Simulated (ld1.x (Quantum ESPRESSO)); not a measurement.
## How hard is this Ga TM potential?

ld1.x (Quantum ESPRESSO) 7.5 input, shortened:

```
&input
   title='Ga', zed=31., rel=1, dft='PBE', iswitch=3,
   config='[Ar] 3d10 4s2 4p1'
 /
 &inputp
   pseudotype=2, tm=.true., lloc=-1, rcloc=2.45,
   nlcc=.true., new_core_ps=.true., rcore=0.80
 /
2
4S  1  0   2.00   0.00  1.55  1.55  0.0
4P  2  1   1.00   0.00  2.45  2.45  0.0
 &test
   configts(1)='4s2 4p1'
 /
```

The pseudo-atom Hamiltonian at the reference potential is diagonalised in spherical Bessel functions j_l(qr) that vanish at 20 bohr, with q² up to the cutoff. All-electron valence levels (Ry): 4s -0.6577, 4p -0.1896.

How do the lowest levels (Ry) of each channel move with the cutoff, and are there ghosts?

```csv
cutoff (Ry),s #1,p #1,d #1,d #2,f #1,f #2,Σ f·Δε (mRy)
8,-0.6336,-0.1881,0.0473,0.1320,0.1018,0.2253,50.1
12,-0.6510,-0.1892,0.0473,0.1319,0.1018,0.2253,14.3
15,-0.6523,-0.1896,0.0473,0.1319,0.1018,0.2253,11.2
21,-0.6531,-0.1896,0.0473,0.1319,0.1018,0.2253,9.6
25,-0.6542,-0.1897,0.0473,0.1319,0.1018,0.2253,7.2
35,-0.6571,-0.1897,0.0473,0.1319,0.1018,0.2253,1.4
40,-0.6574,-0.1897,0.0473,0.1319,0.1018,0.2253,0.9
50,-0.6574,-0.1897,0.0473,0.1319,0.1018,0.2253,0.8
400,-0.6578,-0.1897,0.0473,0.1319,0.1018,0.2253,0.0
```

Result: no extra level below or beside the all-electron valence levels (s, p, d, f tested); 10 mRy is reached at 21 Ry and 1 mRy at 40 Ry.
